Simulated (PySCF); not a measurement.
PBE on Co⁻ (cobalt, charge -1), [Ar] 3d8 4s2, high-spin 3F determinant. Computed with PySCF 2.14 in x2c-QZVPPall with one added diffuse shell each of s, p, d, f, g type (12s8p6d5f3g, 128 functions), with the spin-free X2C one-electron Hamiltonian (Gaussian nucleus).

```
cycle= 1 E= -1392.67604319429  delta_E= 0.369  |g|= 1.26  |ddm|= 1.21
cycle= 2 E= -1391.23212538127  delta_E= 1.44  |g|= 2.99  |ddm|= 1.87
cycle= 3 E= -1392.91341631238  delta_E= -1.68  |g|= 0.732  |ddm|= 1.21
cycle= 4 E= -1392.96641813156  delta_E= -0.053  |g|= 0.607  |ddm|= 1.05
cycle= 5 E= -1393.07522698647  delta_E= -0.109  |g|= 0.201  |ddm|= 0.805
cycle= 6 E= -1393.09320425473  delta_E= -0.018  |g|= 0.0193  |ddm|= 0.292
cycle= 7 E= -1393.09328954401  delta_E= -8.53e-05  |g|= 0.00564  |ddm|= 0.0285
cycle= 8 E= -1393.09329811833  delta_E= -8.57e-06  |g|= 0.00092  |ddm|= 0.00319
cycle= 9 E= -1393.09329847182  delta_E= -3.53e-07  |g|= 1.28e-05  |ddm|= 0.00156
cycle= 10 E= -1393.09329847192  delta_E= -9.32e-11  |g|= 4.28e-06  |ddm|= 4.86e-05
converged SCF energy = -1393.09329847192  <S^2> = 2.0251735  2S+1 = 3.0167356
```

Highest occupied orbital energy: 2.214 eV; ⟨L²⟩ = 12.04; populations by l: s 8.00, p 12.00, d 8.00, f 0.00.

Task: Can this result be used?

Result: With care. The calculation finished and met its thresholds. At PBE the highest occupied level has a positive energy, so only the finite basis holds that electron; in a semilocal or global hybrid functional this comes from self-interaction and does not mean that the real anion is unbound.
